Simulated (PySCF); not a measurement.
# How a change of structure moves an absorption spectrum

Computed, not measured: TDDFT B3LYP/def2-SVPD, vertical, gas phase, core orbitals frozen in the response (PySCF). Geometries: GFN2-xTB; one conformer of each isolated species. Triplets are in the Tamm–Dancoff approximation.

Parent: `O1C([C@H](O)C=C[SiH2]1)=C`, with lowest singlet excitation energy 4.69 eV, lowest triplet energy 4.24 eV, HOMO–LUMO gap 5.55 eV, mean static polarisability 89.9 au. Its spectrum: 4.69 eV (f 0.009); 5.73 eV (f 0.007); 5.84 eV (f 0.020); 6.17 eV (f 0.024); 6.30 eV (f 0.008).

Problem. How do these changes move the values? terminal O group replaced by H (`C=C1CC=C[SiH2]O1`); C replaced by Si (`C=C1O[SiH2]C=C[Si@@H]1O`); H on C replaced by F (`C=C1O[SiH2]C(F)=C[C@@H]1O`); H2 added to a C-C multiple bond (`C=C1O[SiH2]CC[C@H]1O`).

Solution. 

```
                         change                     SMILES  Δ S1 (eV)  Δ T1 (eV)  Δ gap (eV)  Δ α (au)
 terminal O group replaced by H           C=C1CC=C[SiH2]O1      +0.04       0.00       +0.04      -4.4
               C replaced by Si    C=C1O[SiH2]C=C[Si@@H]1O      -0.23      -0.39       -0.29     +12.2
           H on C replaced by F  C=C1O[SiH2]C(F)=C[C@@H]1O      +0.16      -0.35       +0.01      +0.7
H2 added to a C-C multiple bond       C=C1O[SiH2]CC[C@H]1O      +0.94      +0.06       +0.87      +0.9
```

S1 falls most with C replaced by Si (-0.23 eV), and it rises most with H2 added to a C-C multiple bond (+0.94 eV). S1 is simply the lowest singlet of each species and needn't be the same kind of state throughout. Over these 4 changes the shifts of S1 and of the HOMO–LUMO gap correlate with r = 0.99.

Lowest levels of each derivative:
- `C=C1CC=C[SiH2]O1`: 4.73 eV (f 0.007); 5.58 eV (f 0.009); 6.14 eV (f 0.005)
- `C=C1O[SiH2]C=C[Si@@H]1O`: 4.45 eV (f 0.012); 5.21 eV (f 0.005); 5.64 eV (f 0.028)
- `C=C1O[SiH2]C(F)=C[C@@H]1O`: 4.85 eV (f 0.064); 5.73 eV (f 0.019); 5.78 eV (f 0.057)
- `C=C1O[SiH2]CC[C@H]1O`: 5.63 eV (f 0.032); 6.27 eV (f 0.109); 6.52 eV (f 0.109)
